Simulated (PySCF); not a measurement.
PySCF job for BCl2, SMILES Cl[B]Cl, multiplicity 2, r2SCAN-D4/def2-TZVP. Geometry optimised at r2SCAN-D4/def2-TZVP. The isomer is the one that the SMILES or the coordinates give; other isomers of the formula were not compared.

```python
import numpy as np
from pyscf import gto, scf, dft, df
from pyscf.hessian import thermo

mol = gto.M(
    atom='''
    Cl    0.00000000   -1.53251031   -0.10174683
    B     0.00000000    0.00000000    0.69187843
    Cl    0.00000000    1.53251031   -0.10174683
    ''',
    basis='def2-TZVP',
    charge=0,
    spin=1,
    max_memory=1600,
    verbose=3,
)
mf = dft.UKS(mol, xc='r2scan').density_fit(auxbasis='def2-universal-jkfit')
mf.disp = 'd4'
mf.grids.level = 4
mf.conv_tol = 1e-11
mf.max_cycle = 100
mf.kernel()
fine, coarse = mf.grids, dft.Grids(mol).set(level=1).build(with_non0tab=True)
for _ in range(3):  # follow internal instabilities
    mf.grids = coarse
    mo, _, stable, _ = mf.stability(return_status=True, nroots=4)
    mf.grids = fine
    if stable:
        break
    mf.kernel(mf.make_rdm1(mo, mf.mo_occ))

# [left out here: the lines that compute and print the analytic Hessian (its translational invariance restored by hand, since the grid's response is missing), thermochemistry and intensities]
```

Output:

```

WARN: HOMO -0.168560309604299 >= LUMO -0.168560309604295

converged SCF energy = -945.21507695289  <S^2> = 0.75459004  2S+1 = 2.0045848
<class 'pyscf.df.df_jk.DFUKS'> wavefunction is stable in the internal stability analysis

WARN: MGGA Hessian is sensitive to dft grids. grids.level 4 may not be dense enough.


WARN: DFTD4 does not support analytical Hessian, using finite difference.


WARN: Mole.unit (angstrom) is changed to Bohr

Mode                                 0                   1                   2
Irrep
Freq [cm^-1]                      284.1598            697.6156            988.2784
Reduced mass [au]                  24.5428             13.9931             12.1819
Force const [Dyne/A]                1.1676              4.0123              7.0101
Char temp [K]                     408.8427           1003.7136           1421.9125
Normal mode                   x     y     z       x     y     z       x     y     z
       0  Cl                 0.00 -0.10  0.02   -0.00  0.06  0.04    0.00 -0.04 -0.02
       1   B                 0.00 -0.00 -0.13   -0.00 -0.00 -0.25    0.00  0.28 -0.00
       2  Cl                -0.00  0.10  0.02   -0.00 -0.06  0.04    0.00 -0.04  0.02
temperature 298.1500 [K]
pressure 101325.00 [Pa]
Rotational constants [GHz] 85.54399 3.03504 2.93105
Symmetry number 2
Zero-point energy (ZPE) 0.00449 [Eh]   11783.538 [J/mol]
                           tot       elec      trans        rot        vib
Entropy [J/mol/K]       270.256      5.763    163.661     92.817      8.014
Cv [J/mol/K]             37.190      0.000     12.472     12.472     12.247
Cp [J/mol/K]             45.505      0.000     20.786     12.472     12.247
Internal energy [J/mol]                      3718.434   3718.434  13339.143
Internal energy [Eh]   -945.20716  -945.21508
Enthalpy [J/mol]                             6197.391   3718.434  13339.143
Enthalpy [Eh]          -945.20622
Gibbs free energy [J/mol]                  -42598.098 -23955.079  10949.649
Gibbs free energy [Eh] -945.23691
mode   freq/cm-1   IR/(km/mol)
   1      284.16         0.638
   2      697.62        21.513
   3      988.28       387.577
max |gradient| / (hartree/bohr): 0.00021972481824631397
APT charges: [-0.3782  0.7524 -0.3782]
```

The calculation finished and met its thresholds.

Cost: about 3 core-minutes (a rough figure).
